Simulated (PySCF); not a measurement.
Species: C3H7ClO2Si (charge +1 and doublet state).
Structure used (GFN2-xTB), in Å, numbered top down from 1:
```
atom  x, y, z in Å
C1     2.9656   -0.4702   -0.1467
C2     1.9988    0.4584    0.0906
O3     0.7454    0.2203   -0.1659
Si4   -0.7141    1.0289   -0.1758
Cl5   -0.6094    2.8042    0.6786
O6    -1.7486    0.1636    0.6711
C7    -2.5130   -1.0020    0.7006
H8     3.9943   -0.2714    0.1003
H9     2.7211   -1.4253   -0.5855
H10    2.2464    1.4314    0.5099
H11   -0.9203    0.9711   -1.6188
H12   -1.8740   -1.8832    0.8000
H13   -3.1415   -1.0798   -0.1874
H14   -3.1514   -0.9463    1.5897
```

The hyperfine couplings belong to this conformer and change with its torsions.

As a line formula: `[Si@@H](Cl)(OC)O[CH][CH2+]` [radical] (charge +1).

Method: UKS B3LYP, pcH-1 on C Cl H O Si, non-relativistic, mean-field spin-orbit, GIAO in PySCF 2.14.0. The structure is a single GFN2-xTB conformer in the gas phase; no vibrational or solvent corrections. The geometry wasn't refined by DFT: couplings that depend on bond lengths, twists or pyramidal angles can differ widely from those at the functional's own minimum, by a factor of two or more for some ions and for spin on atoms past the first row. No stability test was run, so a lower SCF solution isn't excluded.

Task: Match the computed a_iso(13C) values +44.2, -18.6, -2.2 MHz with the sites C1; C2; C7.

Result: 
| site | a_iso (MHz) | ρ(0) (bohr⁻³) | position | distance from C1 (Å) | spin population | largest \|T\| (MHz) |
| --- | --- | --- | --- | --- | --- | --- |
| C1 | +44.2 | +0.0394 | largest spin population | 0.00 | +0.63 | 100.9 |
| C2 | -18.6 | -0.0166 | 1 bond from C1 | 1.36 | +0.10 | 20.7 |
| C7 | -2.2 | -0.0019 | 5 bonds from C1 | 5.57 | 0.00 | 1.4 |

Task: The isotropic 17O couplings are -24.1, -1.8 MHz. Assign them to O3; O6.

Result: 
```tsv
site	a_iso (MHz)	ρ(0) (bohr⁻³)	position	distance from C1 (Å)	spin population	largest |T| (MHz)
O3	-24.1	+0.0394	2 bonds from C1	2.33	+0.24	85.3
O6	-1.8	+0.0027	4 bonds from C1	4.83	+0.05	16.9
```

ρ(0) is the spin density at the nucleus and T the dipolar tensor; a_iso includes a spin–orbit part; entries for several nuclei are means. The Mulliken spin populations are largest on C1 (+0.63), O3 (+0.24) and C2 (+0.10). The angles at C1 add up to 360.0°, so it is planar; its axial dipolar tensor and the negative couplings of its protons fit spin in a p orbital normal to that plane.

The spin density at the nucleus, in bohr⁻³, is negative for Si4 (-0.0215), C2 (-0.0166) and H8 (-0.0095), for instance. A restricted open-shell determinant has no negative spin density anywhere; here it arises because α and β orbitals differ (spin polarisation).

Class means assume fast exchange of nuclei equivalent by connectivity; if that motion is slow, each nucleus keeps its own coupling. H8 and H9 aren't averaged: C1 is flat or nearly so (angle sum 360°), and its turn about the short C1–C2 bond (1.36 Å) is taken as slow. The three 1H nuclei of mean +9.8 MHz run from -0.3 to 15.7 MHz in the frozen geometry.

C2, the radical centre as drawn in `[CH2+][CH]O[Si@H](Cl)OC`, holds a spin population of +0.10 out of 1.

On one thread, Arm Neoverse V1 (aarch64), on a shared host, this took 77 s (grids of density and orbitals included) and 0.90 GiB of memory at its peak.
